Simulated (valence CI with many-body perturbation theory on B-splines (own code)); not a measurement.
Values are calculated unless marked as measured or tabulated.
**Sensitivity of CI+MBPT for Pt³⁸⁺**

Level of theory: configuration interaction combined with many-body perturbation theory (CI+MBPT): four valence electrons over a frozen Dirac-Fock core [Kr], radial functions for each j: 6 s, 6 p, 5 d, 5 f, 1 g, with the one-electron correlation potential Σ1 (screened to all orders), the two-electron term Σ2, the three-electron term Σ3, Breit, model QED; selected single and double excitations, second order for the rest, scaled by the run's own slope (own B-spline code, finite nucleus).

The last digits are not significant, and no measured levels were compared; by estimate large intervals hold to a few tenths of a per cent, small ones and those within an open d or f shell to about a per cent. Only levels of the ground parity were solved; by the run's estimate the other parity begins above the list, which can be wrong where configurations are misplaced.

The reference run has the lowest level (4d3/2^4) J=0 and an ionisation energy of 1764.79 eV. Its largest variational space holds 8693 state functions.

Levels are named by their leading jj configuration (3d3/2^4 stands for four electrons in 3d with j = 3/2), which in mixed levels can hold well under half, so a name can repeat and another be missing. Letters in brackets count levels of one name in rising energy.

Changed runs:
A. factor on the speed of light 1 → 100; QED terms on → off
B. box radius (bohr) 3.8289 → 5.34; orbitals per symmetry with explicit Σ2 and valence Breit (the others get mean screening factors) 5 → 3
C. scale of Σ1 1 → 1.1
D. start configuration 4d4 → 5d4 (bad on purpose)

Excitation energies of the reference run in cm⁻¹, and shifts in cm⁻¹:

```csv
Level,Reference,B,C
(4d3/2^3 4d5/2) J=1,162785,-30,+84
(4d3/2^3 4d5/2) J=4,206215,+60,+86
(4d3/2^3 4d5/2) J=2,210800,-1.4,+90
(4d3/2^3 4d5/2) J=3,222567,+31,+89
(4d3/2^2 4d5/2^2) J=0 [a],356397,+9.2,+167
(4d3/2^2 4d5/2^2) J=2 [a],359913,+5.3,+162
(4d3/2^2 4d5/2^2) J=4 [a],367811,+29,+169
(4d3/2^2 4d5/2^2) J=3 [a],371957,+9.0,+169
(4d3/2^2 4d5/2^2) J=5,388452,+77,+169
(4d3/2^2 4d5/2^2) J=1,400436,+20,+170
(4d3/2^2 4d5/2^2) J=6,400781,+116,+170
(4d3/2^2 4d5/2^2) J=3 [b],413665,+51,+168
Ionisation energy (eV),1764.79,+0.031,+0.28
```

Run A ends with another lowest level, (4d3/2^2 4d5/2^2) J=0, and an ionisation energy of 1753.06 eV.

Run D: It gave no result: the start configuration must fill the lowest shells above the core. The program said: "5d is not the lowest shell of its kind above the core".
